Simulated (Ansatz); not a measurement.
Relaxation of CH$_{3}$NSe (6 atoms, charge 0, multiplicity 1), to a largest force component of 0.015 eV/Å in at most 40 steps.

Computed with Ansatz, RKS B3LYP/def2-SVP.

```xyz
6
Properties=species:S:1:pos:R:3:forces:R:3
N -0.895 -0.810 -0.251 -0.56 -0.27 0.66
C 0.163 -0.129 -0.312 -1.06 -0.49 -1.21
Se 1.206 0.050 1.255 0.35 1.19 1.10
H -1.453 -0.854 -1.110 0.34 0.09 -0.36
H 0.507 0.310 -1.261 0.38 0.38 0.04
H 0.515 1.370 1.633 0.55 -0.90 -0.23
```

Question: Where does it end, and by what steps?

Answer: It converged. After 11 steps the energy has fallen by 0.392 eV; H6 moved furthest, 0.93 Å.

| step | energy less start (eV) | largest force component (eV/Å) | accepted |
| --- | --- | --- | --- |
| 0 | 0.0000 | 1.213 | yes |
| 1 | -0.0928 | 0.911 | yes |
| 2 | -0.1304 | 0.654 | yes |
| 3 | -0.1571 | 0.405 | yes |
| 4 | -0.1873 | 1.053 | yes |
| 5 | -0.2403 | 1.155 | yes |
| 6 | -0.2978 | 0.863 | yes |
| 7 | -0.3604 | 0.686 | yes |
| 8 | -0.3865 | 0.272 | yes |
| 9 | -0.3902 | 0.209 | yes |
| 10 | -0.3920 | 0.027 | yes |
| 11 | -0.3921 | 0.006 | yes |

```xyz
6
Properties=species:S:1:pos:R:3
N -0.815 -1.115 -0.423
C -0.114 -0.096 -0.170
Se 0.739 0.079 1.545
H -1.203 -1.068 -1.372
H 0.081 0.754 -0.850
H 1.353 1.383 1.225
```

The run took 30 s on 1 thread of Arm Neoverse V2, with other jobs on the host, peak memory 0.17 GiB.
